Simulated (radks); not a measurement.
Tb IV, 62 electrons, occupied as [Xe] 4f8. Method: scalar-relativistic Kohn-Sham, LDA (Slater exchange, Perdew-Wang correlation), spin-polarised, spherical densities, finite nucleus; open shells are filled with parallel spins first (spin-orbit coupling, left out, can overturn this in heavy ions); Fermi nuclear charge, rms radius 5.06 fm; computed with a radial shooting solver on a logarithmic mesh with Libxc functionals.

Normalised radial functions P(r) = r R(r), r in bohr:

```
   r/bohr * 5p up, o 4f down, + 5d down (the largest magnitude, 1.08, reaches the edge; | marks zero, & curves that meet)
  0.00246                             &
 0.003281                             &
 0.004412                             &
 0.005884                             &*
 0.007848                             &*
  0.01047                             &*
  0.01407                             & *
  0.01877                             &  *
  0.02503                             &   *
  0.03339                             o+   *
  0.04489                             o+    *
  0.05987                             o +  *
  0.07986                             |o* +
   0.1065                           * | o  +
   0.1432                      *      |    &
    0.191                     *       |   +    o
   0.2547                           * +              o
   0.3398                        +    |      *              o
   0.4568                     +       |           *             o
   0.6093                       +     |     *                    o
   0.8126                    *        | +                     o
    1.084        *                    |         +       o
    1.457      *                      |           o    +
    1.944             *               |      o           +
    2.592                     *       |  o           +
    3.457                           * |o      +
    4.648                             &  +
      6.2                             &+
```

5p up: eigenvalue -53.766 eV, 3 radial nodes at r = 0.0928, 0.273, 0.685 bohr, <r> = 1.49 bohr, 90 % of the charge inside 2.17 bohr. 4f down: eigenvalue -31.788 eV, 0 radial nodes, <r> = 0.849 bohr, 90 % of the charge inside 1.46 bohr. 5d down (empty): eigenvalue -24.488 eV, 2 radial nodes at r = 0.253, 0.773 bohr, <r> = 2.16 bohr, 90 % of the charge inside 3.23 bohr.
